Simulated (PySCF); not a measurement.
Radial density of Al (aluminium, neutral)

UHF, [Ne] 3s2 3p1, 2P determinant. Computed with PySCF 2.14 in aug-cc-pV(D+d)Z (5s4p3d, 32 functions), with the non-relativistic Hamiltonian (point nucleus).

| r (bohr) | 4πr²ρ (e/bohr) | 4πr²(ρα − ρβ) |
| --- | --- | --- |
| 0.00179 | 0.05372 | 0.0000 |
| 0.00301 | 0.1477 | 0.0000 |
| 0.00506 | 0.3953 | 0.0000 |
| 0.00851 | 1.024 | 0.0000 |
| 0.0143 | 2.490 | -0.0001 |
| 0.0241 | 5.477 | -0.0002 |
| 0.0405 | 10.15 | -0.0001 |
| 0.0681 | 14.23 | 0.0010 |
| 0.115 | 13.03 | 0.0061 |
| 0.193 | 8.678 | 0.0205 |
| 0.324 | 10.91 | 0.0371 |
| 0.545 | 11.96 | 0.0221 |
| 0.917 | 4.450 | 0.0032 |
| 1.54 | 1.136 | 0.1331 |
| 2.59 | 1.093 | 0.3190 |
| 4.36 | 0.3209 | 0.1661 |
| 7.34 | 0.02008 | 0.0167 |
| 12.3 | 9.846e-05 | 0.0001 |
